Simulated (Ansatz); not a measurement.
`[CH3][GeH]([F])[GeH3]` + `BO[SiH2]F` → `F[SiH2][O][GeH3]` + `[BH2][GeH]([CH3])[F]`  (redistribution)

Isolated molecules relaxed with PBE0-D4/def2-TZVP in Ansatz; ΔE leaves out vibrations. CBS: MP2 limit from def2 TZ/QZ plus the TZ coupled-cluster correction, frozen cores. Functionals use def2-TZVPP. For Ge outer-core shells are correlated without core-valence functions, which leaves a few kJ/mol of doubt a bond. Scalar relativity is left out up to krypton. One conformer a species, not always the lowest.

| level | ΔE (kcal/mol) |
| --- | --- |
| r2SCAN-D4 | 34.0 |
| PBE0-D4 | 34.4 |
| ωB97X-V | 32.0 |
| B2PLYP | 33.4 |
| MP2/def2-TZVPP | 32.7 |
| SCS-MP2/def2-TZVPP | 31.3 |
| CCSD/def2-TZVPP | 31.8 |
| HF/def2-QZVPP | 29.9 |

(1) What does CCSD(T)/CBS give? (Estimate.)

Largest T1 diagnostic among the species: 0.013.

Results:

(1) Ansatz gave: +32.6 kcal/mol. The listed levels differ from it by 1.4, 1.8, -0.6, 0.8, 0.1, -1.3, -0.8, -2.7 kcal/mol.

In def2-TZVPP, CCSD(T) changes the Hartree–Fock value by +2.3 kcal/mol (the triples alone add +0.4 kcal/mol) and MP2 by +2.9 kcal/mol.
